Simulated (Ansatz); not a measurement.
```yaml
crystal:
  periodic: [false, false, false]
  atoms:
    - {symbol: C, position_ang: [-2.549686, 1.528168, -0.272444]}
    - {symbol: O, position_ang: [-1.580479, 0.548570, -0.146318]}
    - {symbol: Sc, position_ang: [-0.125831, -0.618875, 0.020050]}
    - {symbol: N, position_ang: [-0.528521, -2.569857, 0.073674]}
    - {symbol: O, position_ang: [1.674073, -0.115180, 0.137768]}
    - {symbol: C, position_ang: [2.949142, 0.416716, 0.215429]}
    - {symbol: H, position_ang: [-2.991832, 1.774493, 0.701500]}
    - {symbol: H, position_ang: [-3.362778, 1.196670, -0.930971]}
    - {symbol: H, position_ang: [-2.134200, 2.453414, -0.692687]}
    - {symbol: H, position_ang: [-1.445537, -2.994754, 0.021987]}
    - {symbol: H, position_ang: [0.145962, -3.319579, 0.158064]}
    - {symbol: H, position_ang: [3.579527, 0.051917, -0.605540]}
    - {symbol: H, position_ang: [3.437445, 0.135180, 1.157114]}
    - {symbol: H, position_ang: [2.932715, 1.513126, 0.162374]}
basis:
  gaussian: {orbitals: cc-pVDZ, fitting: {mean_field: cc-pVTZ-jkfit}, point_charges: [{charge: 0.50, position_ang: [7.456, 0.613, 0.342]}]}
hamiltonian: {xc: {name: revPBE}}
```

```sh
$ ansatz run in.yaml --threads 4 --pin off --events-out ev --progress --plain --max-ram 11315MiB
```

**Question.** How does Ansatz answer? (Best estimate.)

**Answer.** Ansatz gave: The input was rejected before any iteration.
```
Functional definition: revPBE
Error: <dir> the basis set cc-pVTZ-JKFIT has no functions for Sc
```
